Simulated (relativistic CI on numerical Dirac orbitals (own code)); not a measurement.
La41+: computed level list

Calculated at this level of theory: Dirac-Coulomb-Breit CI, separate exchange-only KLI orbitals for each configuration, a model potential for QED, unscaled Slater integrals (own radial code, finite nucleus).

CI space (outside the closed core [Ne]): 3s2 3p4, 3s 3p5, 3s2 3p3 3d, 3p6, 3s 3p4 3d, 3p5 3d, 3s 3p3 3d2, 3s2 3p2 3d 4p, 3p5 4s, 3s 3p3 3d 4s, 3p5 4p, 3s2 3p3 4s, 3s2 3p2 3d2, 3s2 3p 3d3, 3s 3p2 3d3, 3s2 3p 3d2 4s, 3p4 3d2, 3p3 3d3, 3p3 3d2 4s, 3s2 3p2 3d 4s, 3s 3p2 3d2 4s, 3s2 3p 3d 4s2. Double excitations out of closed p, d and f shells are left out; levels of such configurations are missing from the list, as are those of other unlisted configurations, and high levels can miss mixing partners.

The lowest level is 3s2 3p4 3P_2, with 70 % of that term; Hund's rules for 3s2 3p4 give 3P with J = 2, in agreement.

```csv
No.,Configuration,Term,J,E (eV),%,Landé g
1,3s2 3p4,3P,2,0.000,70,1.350
2,3s2 3p4,1S,0,13.912,59,
3,3s2 3p4,3P,1,98.330,98,1.494
4,3s2 3p4,1D,2,105.844,70,1.136
5,3p3(2D°) 3d,3F°,2,166.989,30,1.058
6,3p3(4S°) 3d,5D°,1,171.313,30,1.173
7,3p3(2P°) 3d,3P°,0,172.691,54,
8,3p3(2P°) 3d,3F°,3,172.856,28,1.148
9,3p3(2P°) 3d,3P°,2,191.700,30,1.306
10,3p3(2P°) 3d,3F°,4,193.361,45,1.279
11,3s2 3p4,3P,0,209.587,59,
12,3p3(2P°) 3d,3D°,3,211.295,30,1.153
13,3p3(4S°) 3d,3D°,1,216.996,32,1.082
14,3s 3p5,3P°,2,226.096,66,1.432
15,3s 3p5,3P°,1,239.998,30,1.129
16,3p3(2D°) 3d,3F°,2,259.397,45,1.019
17,3p3(4S°) 3d,5D°,0,259.624,46,
18,3p3(2D°) 3d,3D°,1,260.423,51,0.939
19,3p3(2D°) 3d,3F°,3,264.926,38,1.102
20,3p3(2D°) 3d,3G°,4,272.398,52,1.064
21,3p3(2P°) 3d,3F°,2,280.714,57,0.861
22,3p3(2D°) 3d,3D°,3,281.821,58,1.337
23,3p3(4S°) 3d,5D°,4,283.677,48,1.279
24,3p3(2D°) 3d,3D°,1,289.378,37,0.951
25,3p3(2D°) 3d,3P°,0,289.811,43,
26,3p3(2D°) 3d,3F°,4,292.360,69,1.175
27,3p3(4S°) 3d,3D°,3,294.185,52,1.169
28,3p3(2D°) 3d,3G°,5,295.201,99,1.193
29,3p3(2D°) 3d,3P°,2,296.254,38,1.280
30,3p3(2D°) 3d,3S°,1,298.420,48,1.622
```

Energies count from the lowest computed level; ° marks odd parity. Percentages are summed over parent terms; the parents shown are those of the largest component, closed shells are left out there.

The mean weight of the leading LS term, summed over parents, in these 30 levels is 50 %, and that of the leading jj configuration (from the same eigenvectors) 89 %, so jj coupling describes them better and the LS labels are nominal.

At this charge energies of transitions that change n are usually good to better than 1 %, and those within a shell (Δn = 0) to a few per cent.

LS names give the leading component of a level, which can be under half, so a name can repeat, a term be missing and a line seem to break the LS rules.
